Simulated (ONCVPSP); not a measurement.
## nitrogen (N), ONCV: configuration errors across variants

ONCVPSP 4.0.1 input, shortened (lines: element, Z, core and valence counts, functional; n l f; lmax; l rc ep ncon nbas qcut; lloc lpopt rc5 dvloc0; l nproj debl; icmod fcfact rcfact), PBE, non-relativistic:

```
  N 7.00    1    2        4      upf
    1    0    2.00
    2    0    2.00
    2    1    3.00
    2
    0    1.05    0.00    4    8    4.80
    1    2.00    0.00    4    7    6.10
    2    2.10    0.41    5    9    4.30
    4    3    0.75    6.00
    0    2    3.20
    1    3    3.90
    2    1    0.80
    0    0.00    0.00
```

All-electron excitation energies from the reference (eV): (1) 2s2 2p2 13.597; (2) 2s2 2p1 42.456; (3) 2s2 2p0 89.540; (4) 2s1 2p3 25.344.

1 further variants failed, have other tests or too few solved ones, and are left out.

Errors AE − PS in meV (a dash: test not solved or not reliable):

| change | (1) | (2) | (3) | (4) | bound ghosts | GHOST(+) flags above zero |
| --- | --- | --- | --- | --- | --- | --- |
| base | +70 | +550 | +2060 | -61 | none | none |
| all radii scaled by about 0.87 (s 0.92, p 1.74, d 1.82 bohr); local potential polynomial inside 0.66 bohr (lpopt 3, dvloc0 6 Ha) | +45 | +370 | +1459 | -36 | none | none |
| d: qcut 6.2 | +70 | +550 | +2060 | -61 | none | none |
| p: qcut 9.4 | +34 | +283 | +1137 | -23 | none | none |
| local potential polynomial inside 0.75 bohr (lpopt 3, dvloc0 10 Ha) | +70 | +550 | +2060 | -61 | none | none |
| d: rc 3.14 | +70 | +550 | +2060 | -61 | none | none |
| s: rc 1.04 | +70 | +550 | +2060 | -61 | none | none |

Question: Give the same row for: s: qcut 6.3; p: qcut 8; d: qcut 5.7.

Answer: +45, +365, +1429, -40; bound ghosts: none; GHOST(+) flags above zero: none.
